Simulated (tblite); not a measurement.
Species: C₆H₇FP₂S.
SMILES with atom numbers: `[CH3:1][S:2][c:3]1[p:4][c:5]([F:6])[p:7][cH:8][c:9]1[CH3:10]` (hydrogens: H11, H12, H13 on C1; H14 on C8; H15, H16, H17 on C10)

Structure used (GFN2-xTB), in Å, numbered top down from 1:
```xyz
17
C6H7FP2S angstrom
C     -2.764    1.045   -0.637
S     -1.779   -0.459   -0.437
C     -0.171    0.157   -0.036
P      0.005    1.898    0.049
C      1.684    2.052    0.453
F      2.053    3.360    0.574
P      2.974    0.930    0.730
C      2.127   -0.566    0.492
C      0.809   -0.824    0.174
C      0.388   -2.258    0.038
H     -2.358    1.650   -1.444
H     -2.776    1.608    0.294
H     -3.767    0.711   -0.886
H      2.762   -1.435    0.621
H     -0.001   -2.442   -0.963
H      1.219   -2.933    0.224
H     -0.413   -2.482    0.743
```

Method: GFN2-xTB as coded in tblite; computed harmonic values from a numerical Hessian at the method's own geometry, unscaled. Against measured fundamentals such values can be off by several per cent, at times by over 20. One conformer, not necessarily the lowest.

Q: How many normal modes are there?

A: 17 atoms, non-linear: 3N − 6 = 45.

Q: What is the point group of the computed structure, and how do the modes divide by symmetry?

A: Cs. The vibrations span 29 a′ + 16 a″.

Q: How many distinct wavenumbers does the calculation give?

A: 45: Cs has no degenerate species.

Q: How many fundamentals are allowed in the infrared by symmetry?

A: 45 of 45: in Cs every mode is allowed. All fundamentals are allowed in the Raman spectrum.

Q: Zero-point energy?

A: Half the sum of the wavenumbers, 24911 cm⁻¹, or 298.0 kJ/mol from 45 modes; those above 1550 cm⁻¹ give 126.6 kJ/mol of it.

Q: How far is the lowest real mode excited at 298.15 K, as a harmonic oscillator?

A: 55.1 cm⁻¹ is a vibrational temperature θ of 79 K. The population of v = 1 over v = 0 is exp(−θ/T) = 0.77, and the mean quantum number is 3.3.
